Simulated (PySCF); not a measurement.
BePb⁻: from constants to spectrum

UHF-CCSD(T) constants of BePb⁻, ⁴Σ⁻ (quartet), unpaired electrons σ ↑, π ↑↑ (PySCF, scalar-relativistic core potentials, basis sets Be aug-cc-pVDZ, Pb aug-cc-pVDZ-PP with ECP60; masses 9.0122 and 207.9766 u):

* ωe: 336.2 cm⁻¹
* ωexe: 4.62 cm⁻¹
* Be: 0.30038 cm⁻¹
* αe: 0.00451 cm⁻¹
* D (centrifugal): 9.59e-07 cm⁻¹
* De to Be + Pb⁻: 0.89 eV

Problem. Give the vibrational terms G(v) and spacings up to v = 6.

Solution. G(v) = ωe(v+½) − ωexe(v+½)².

| v | G(v) (cm⁻¹) | G(v) − G(v−1) | Bv (cm⁻¹) |
| --- | --- | --- | --- |
| 0 | 166.9 |  | 0.2981 |
| 1 | 493.9 | 327.0 | 0.2936 |
| 2 | 811.6 | 317.7 | 0.2891 |
| 3 | 1120.1 | 308.5 | 0.2846 |
| 4 | 1419.3 | 299.2 | 0.2801 |
| 5 | 1709.3 | 290.0 | 0.2756 |
| 6 | 1990.1 | 280.8 | 0.2711 |

Problem. How well does the Morse estimate ωe²/(4ωexe) reproduce De, and what is D0?

Solution. It gives 0.76 eV, 85 % of the computed De. D0 = De − G(0) = 0.89 − 0.02 = 0.87 eV.

Correlated steps freeze 4 core orbitals. Correlated levels converge slowly with the basis: in double zeta they bind strong bonds too weakly, by up to about 1 eV, and carry superposition errors of some tenths. Spin–orbit coupling is left out, which matters for elements this heavy, above all for dissociation energies. For an ion De counts to the pair picked by the measured ionisation energies or electron affinities, which need not be the lowest pair at this level. The state was picked by a PBE0 search and need not be the measured ground state.
